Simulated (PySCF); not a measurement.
Isomers of CH7FSi2Te. The calculation used PySCF 2.14.0, PBE0-D3(BJ)/def2-SVP geometry optimisation, gas phase, def2 core potentials past Kr. Energies are electronic, without zero-point or thermal terms, for one conformer each. No frequencies were run at this level. Point groups hold within 0.08 Å.

Question: Order them by energy at this level, lowest first, and give relative energies in kcal/mol.
A. `[F:1][C@H:2]([SiH3:3])[SiH2:4][TeH:5]` with F1–C2–Si4–Te5 41°, C2–Si4–Te5–H 160°
B. `[F:1][CH2:2][SiH2:3][Te:4][SiH3:5]` with F1–C2–Si3–Te4 50°, C2–Si3–Te4–Si5 43°

Answer: B (0.0), A (18.3).

```tsv
SMILES	E (Eh)	E rel (kcal/mol)	dipole (D)	point group	A, B, C (MHz)
FC[SiH2][Te][SiH3]	-988.51945	0.0	1.81	C1	2001, 1068, 830.5
F[C@H]([SiH3])[SiH2][TeH]	-988.49027	18.3	1.86	C1	2842, 735.4, 711.2
```
